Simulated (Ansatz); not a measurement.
Gas-phase electronic energies from Ansatz, PBE0-D4/def2-TZVP geometries. CBS: MP2 limit from def2 TZ/QZ plus the TZ coupled-cluster correction, frozen cores. This one scheme is used for every species. Functionals use def2-TZVPP. One conformer a species, not always the lowest.

`N#C[SiH2]CF` → `N#CCF` + `[SiH2]`  (silylene formation by 1,1-elimination)

(1) Is it downhill or uphill in electronic energy at CCSD(T)/CBS, and by how much? (An estimate is asked.)

(2) What do these levels give: BHLYP-D4, PBE-QIDH, CAM-B3LYP, CCSD(T)/def2-TZVPP, HF/def2-QZVPP, CCSD/CBS(def2)? (An estimate is asked.)

Largest T1 diagnostic among the species: 0.014.

Results:

(1) The calculation gave: Uphill: ΔE = +282.7 kJ/mol.

(2) Ansatz gave: BHLYP-D4 283.6, PBE-QIDH 292.5, CAM-B3LYP 275.7, CCSD(T)/def2-TZVPP 272.6, HF/def2-QZVPP 261.2, CCSD/CBS(def2) 278.2 kJ/mol.

Leaving LDA and LC-ωPBE aside and taking each functional with its dispersion term where it has one, the values, not all of them listed here, spread over 32.0 kJ/mol, from BLYP-D4 to r2SCAN-D4. LDA lies +25.4 kJ/mol from PBE without D4. From BLYP to BHLYP (50 % exact exchange), in def2-TZVPP and without D4, ΔE moves by +22.0 kJ/mol. At CCSD(T), def2-SVP lies −32.6 kJ/mol from the extrapolated value and def2-TZVPP −10.1 kJ/mol.
